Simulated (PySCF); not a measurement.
H2IIn. Atoms are numbered in the order given.

```xyz
4

In     0.0000     0.0000     1.3515
H      0.0000     1.5642     2.0316
H      0.0000    -1.5642     2.0316
I      0.0000     0.0000    -1.3261
```

The structure is a stationary point at r2SCAN-D4/def2-TZVP. The def2 effective core potentials stand for the cores of I, In; spin–orbit coupling is left out.

Level of theory: HF/def2-TZVPD (PySCF).

Symmetry labels are those of the subgroup C2v that the program uses (full group C2v).

List the valence orbital energies around the gap with their symmetry. (The exact figures need the calculation; the answer reports its results.)


| orbital | symmetry | energy (eV) |
|---|---|---|
| HOMO−7 | A2 | -28.74 |
| HOMO−6 | B2 | -28.72 |
| HOMO−5 | A1 | -23.54 |
| HOMO−4 | A1 | -15.39 |
| HOMO−3 | B2 | -12.17 |
| HOMO−2 | A1 | -10.80 |
| HOMO−1 | B1 | -9.99 |
| HOMO | B2 | -9.75 |
| LUMO | B1 | 0.29 |
| LUMO+1 | A1 | 0.99 |
| LUMO+2 | A1 | 1.24 |
| LUMO+3 | B2 | 1.60 |
